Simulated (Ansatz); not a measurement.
A nudged elastic band was laid between two geometries of BFH3Sn (6 atoms, charge 0, multiplicity 2).

The calculation used UKS B3LYP-D4/def2-SVP (Ansatz).

```
movable images  : 9
climbing image  : yes
spring          : 5.0 eV/Å²
optimiser       : quadratic models (default)
start path      : through a guess of the saddle point
force threshold : 0.05 eV/Å
iteration limit : 60
end points      : relaxed
```

Initial state:

```xyz
6
Properties=species:S:1:pos:R:3
F -1.431 -1.426 0.813
B -0.710 -0.946 -0.184
Sn 0.370 1.012 0.051
H -0.732 -1.522 -1.249
H 1.659 1.331 -1.050
H 0.844 1.552 1.619
```

Final state:

```xyz
6
Properties=species:S:1:pos:R:3
F -0.606 -1.414 0.738
B -0.279 -0.753 -0.369
Sn 0.131 1.758 -0.133
H -0.852 -0.962 -1.407
H 0.886 -0.264 -0.379
H 0.720 1.635 1.550
```

**Question.** What changes between the two ends?

**Answer.** Bonds formed: B2–H5.

**Question.** Give the energies along the band, and the barrier.

**Answer.** The forces met the threshold. The highest image is number 7 of 0 to 10, 57.6 kJ/mol above the first end and 87.0 kJ/mol above the last; the last end lies 29.4 kJ/mol below the first. A vibrational analysis at the climbing image gives one clearly imaginary mode, 661i cm⁻¹: a first-order saddle point.

```
image  path coordinate (Å)  energy (kJ/mol)  B2–H5 (Å)
    0                 0.00              0.0       3.40
    1                 0.30              1.2       3.36
    2                 0.59              4.9       3.28
    3                 0.89             11.2       3.14
    4                 1.19             21.0       2.93
    5                 1.48             34.2       2.68
    6                 1.78             48.7       2.41
    7                 2.08             57.6       2.10
    8                 2.39             37.4       1.74
    9                 2.69            -14.8       1.39
   10                 3.00            -29.4       1.26
```

**Question.** What is the geometry of the highest image?

**Answer.** 
```xyz
6
Properties=species:S:1:pos:R:3
F -0.916 -1.441 0.700
B -0.688 -0.663 -0.336
Sn 0.229 1.388 -0.040
H -0.817 -1.056 -1.467
H 1.322 -0.049 -0.389
H 0.869 1.821 1.532
```

**Question.** What are the harmonic wavenumbers there?

**Answer.** 661i, 195, 319, 359, 546, 681, 734, 1042, 1285, 1559, 1759, 2634 cm⁻¹.

The band took 12 iterations and roughly 6 core-minutes.

The run took 3 min on 2 threads of Intel(R) Xeon(R) Platinum 8488C (Sapphire Rapids), with other jobs on the host, peak memory 0.21 GiB.
